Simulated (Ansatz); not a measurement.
`C[O][Ga]([CH3])[Cl]` + H–F → `C[O][Ga]([CH3])[F]` + HCl  (ligand exchange at a Ga–Cl bond)

Calculated with Ansatz (gas phase, PBE0-D4/def2-TZVP geometries, no zero-point term in ΔE). CCSD(T)/CBS is the MP2 limit (def2-TZVPP, def2-QZVPP) plus CCSD(T) − MP2 in def2-TZVPP, frozen cores. This one scheme is used for every species. DFT in def2-TZVPP. B3LYP here is the variant with VWN-RPA as its local correlation; programs differ in this. For Ga outer-core shells are correlated without core-valence functions, which leaves a few kJ/mol of doubt a bond. Scalar relativity is left out up to krypton. Each species was taken in one conformer, which may not be the lowest.

```tsv
level	ΔE (kJ/mol)	difference from CCSD(T)/CBS
LDA (SPW92)	30.7	-5.0
PBE-D4	31.1	-4.6
revPBE-D4	32.1	-3.6
B3LYP-D4	29.2	-6.5
ωB97X-V	27.5	-8.2
ωB97M-V	30.4	-5.3
B2PLYP	26.6	-9.1
PBE-QIDH	36.1	0.4
revPBE	26.6	-9.1
PBE0	33.5	-2.2
B3LYP	23.8	-11.9
BHLYP	27.9	-7.8
MP2/def2-SVP	21.1	-14.6
MP2/def2-QZVPP	36.7	1.0
HF/CBS(def2)	27.7	-8.0
CCSD/CBS(def2)	34.8	-0.9
CCSD(T)/CBS	35.7	0
```

Largest T1 diagnostic among the species: 0.014.

From PBE to PBE0 (25 % exact exchange), in def2-TZVPP and without D4, ΔE moves by +5.8 kJ/mol. At CCSD(T), def2-SVP lies −16.2 kJ/mol from the extrapolated value and def2-TZVPP −4.7 kJ/mol. Leaving LDA and LC-ωPBE aside and taking each functional with its dispersion term where it has one, the values, not all of them listed here, spread over 12.3 kJ/mol, from BLYP-D4 to HSE06-D4. LDA lies +3.0 kJ/mol from PBE without D4.
